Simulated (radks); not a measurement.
The numbers below are computed, except where a source is named.
Excited configurations of the iridium ion Ir43+: one electron is placed in a higher orbital outside [Ar] 3d10 4s2 4p3. The ground configuration is [Ar] 3d10 4s2 4p4. Level of theory: Dirac Kohn-Sham, PBE, spin-unpolarised, spherical densities, finite nucleus; open shells fill j = l - 1/2 first; Fermi nuclear charge, rms radius 5.4032 fm (a radial shooting solver on a logarithmic mesh with Libxc functionals). Excitation = E - E(ground); binding = E(ion) - E, where the ion is the core of charge +44; n* = 44/sqrt(2 binding) in atomic units. These energies are relativistic, and a one-electron ion of charge +44 with no core already has n* below n in this formula (Dirac formula, point nucleus: 4f5/2 3.992, 5s1/2 4.955, 5p1/2 4.955, 5d3/2 4.982, 5f5/2 4.991, 6d3/2 5.981, 6f5/2 5.989, 7p1/2 6.953, 7d3/2 6.980). The quantum defect is therefore taken as that value minus n*, so that it holds no relativistic shift of the bare ion.

4f5/2: excitation (eV) 380.68; binding (eV) 1822.1; quantum defect 0.190; eigenvalue (eV) -1789.1; <r> (bohr) 0.3546
5s1/2: excitation (eV) 784.58; binding (eV) 1418.2; quantum defect 0.645; eigenvalue (eV) -1400.5; <r> (bohr) 0.6375
5p1/2: excitation (eV) 834.82; binding (eV) 1367.9; quantum defect 0.567; eigenvalue (eV) -1350.3; <r> (bohr) 0.6395
5d3/2: excitation (eV) 967.34; binding (eV) 1235.4; quantum defect 0.364; eigenvalue (eV) -1218.5; <r> (bohr) 0.6640
5f5/2: excitation (eV) 1063.3; binding (eV) 1139.5; quantum defect 0.183; eigenvalue (eV) -1122.0; <r> (bohr) 0.6503
6d3/2: excitation (eV) 1368.8; binding (eV) 833.93; quantum defect 0.360; eigenvalue (eV) -824.37; <r> (bohr) 1.014
6f5/2: excitation (eV) 1420.5; binding (eV) 782.26; quantum defect 0.186; eigenvalue (eV) -772.63; <r> (bohr) 1.012
7p1/2: excitation (eV) 1558.2; binding (eV) 644.56; quantum defect 0.560; eigenvalue (eV) -637.79; <r> (bohr) 1.375
7d3/2: excitation (eV) 1601.8; binding (eV) 600.96; quantum defect 0.359; eigenvalue (eV) -594.54; <r> (bohr) 1.431

The Delta-SCF ionisation energy is 2202.8 eV (NIST Atomic Spectra Database: 2201 eV, theoretical). Self-interaction in the functional shifts the binding energies and quantum defects, so they are the method's values and not measured ones. Spin polarisation and multiplet splitting are left out, so open shells lie too high by an amount that depends on their filling.

Beside tabulated values, note that spin-unpolarised runs miss the spin-polarisation part of the exchange energy of open shells.
